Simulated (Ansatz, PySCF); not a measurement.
Spin states of F2Hf (SMILES [F][Hf][F]), each relaxed with B3LYP-D3(BJ)/def2-TZVP.
State 1 (charge 0, multiplicity 1):
```xyz
3

Hf     0.5378     0.0710    -0.0679
F     -0.5025     1.2447    -1.1206
F     -0.0685    -1.2684     1.1181
```
State 2 (charge 0, multiplicity 3):
```xyz
3

Hf     0.4038     0.0578    -0.0573
F     -0.4533     1.3449    -1.2092
F      0.0163    -1.3554     1.1961
```

Singlets are restricted, other states unrestricted; no spin–orbit coupling, no relativity up to Kr; see below for the cores. The largest T1 diagnostic is 0.019.

Codes used: Ansatz (Gaussian basis) for Hartree–Fock, density functionals and correlated methods; PySCF for the dispersion terms. Each number belongs to the level named beside it. In def2 rows elements past Kr take small-core potentials, without spin–orbit coupling.

### Question
One of these levels gives 54.6 kJ/mol for the energy of the multiplicity-3 state less that of the multiplicity-1 state. Name it.
A) SVWN5/def2-TZVPP
B) BHLYP-D3(BJ)/def2-TZVPP
C) B3LYP/def2-TZVPP
D) wB97X-V/def2-TZVPP

### Answer
D, wB97X-V/def2-TZVPP. The others give 73.4 (SVWN5/def2-TZVPP), 47.7 (B3LYP/def2-TZVPP), 34.9 (BHLYP-D3(BJ)/def2-TZVPP)

Ansatz is a quantum-chemistry and plane-wave program.
